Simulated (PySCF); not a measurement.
# Solvent effects on NMR parameters

Numbering as in the mapped SMILES `[cH:1]1[cH:2][cH:3][c:4]([CH:5]2[CH2:6][CH2:7]2)[p:8][cH:9]1` (H(Xn): hydrogen on atom n). Ha(C6), Ha(C7) are cis to C4 on the ring; Hb(C6), Hb(C7) are trans to C4 on the ring.

GIAO PBE0/pcSseg-1 in PySCF 2.14 on one PBE0-D3(BJ)/def2-SVP conformer, non-relativistic, equivalent nuclei averaged. Solvents enter as an IEF-PCM continuum (cyclohexane with ε = 2.0, chloroform with ε = 4.7) around the gas-phase geometry. Shifts are referred to TMS computed in the same medium.

Gas phase, δ in ppm: C4 191.0, C9 164.1, C3 138.3, C1 135.9, C2 133.8, C5 25.0, C6/C7 21.8, H(C9) 8.86, H(C3) 7.79, H(C1) 7.73, H(C2) 7.45, H(C5) 1.75, Hb(C6)/Hb(C7) 1.38, Ha(C6)/Ha(C7) 1.01. Dipole moment 1.46 D.

**Question.** How does each δ change in the continuum?

**Answer.** 
```
        atoms                               environment  Δδ, cyclohexane  Δδ, chloroform
           C4               substituted aromatic carbon             +1.0            +1.8
           C9                               aromatic CH             +0.7            +1.3
           C3                               aromatic CH             +0.7            +1.3
           C1                               aromatic CH             +0.8            +1.5
           C2                               aromatic CH             +1.0            +2.0
           C5                three-membered-ring carbon             +0.2            +0.4
        C6/C7                three-membered-ring carbon             +0.5            +0.9
        H(C9)                hydrogen on an aromatic CH            +0.08           +0.15
        H(C3)                hydrogen on an aromatic CH            +0.11           +0.22
        H(C1)                hydrogen on an aromatic CH            +0.10           +0.18
        H(C2)                hydrogen on an aromatic CH            +0.11           +0.22
        H(C5)  hydrogen on a three-membered-ring carbon            +0.10           +0.21
Hb(C6)/Hb(C7)  hydrogen on a three-membered-ring carbon            +0.07           +0.13
Ha(C6)/Ha(C7)  hydrogen on a three-membered-ring carbon            -0.01           -0.04
```

Changes are relative to the gas phase. The dipole moment becomes 1.70 D in cyclohexane, 1.93 D in chloroform.

**Question.** Which of the listed nuclei move most (in ppm), and what does the model miss?

**Answer.** C2 (aromatic CH, +2.0 ppm) in chloroform. A continuum only polarises the solute; specific hydrogen bonds, the anisotropy of aromatic solvents and changes of geometry or conformer are outside it.
